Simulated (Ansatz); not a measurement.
Ansatz results at the PBE0-D4/def2-TZVP geometry: LUMO energy (PBE0/def2-TZVPP) 0.86 eV; HOMO–LUMO gap (PBE0/def2-TZVPP) 7.47 eV; HOMO–LUMO gap (PBE/def2-TZVPP) 5.19 eV.

Each molecule was computed in one conformer, which needn't be the lowest.

Which molecule gave them?
A. `O=C1CCCCO1`
B. `CC(C)(C)NN`
C. `C=CC(=O)OC1CCOC1=O`
D. `NN[SiH3]`

B. The others give `C=CC(=O)OC1CCOC1=O`: -1.66, 6.40, 3.84; `NN[SiH3]`: 0.38, 7.40, 5.16; `O=C1CCCCO1`: 0.17, 7.79, 5.11.
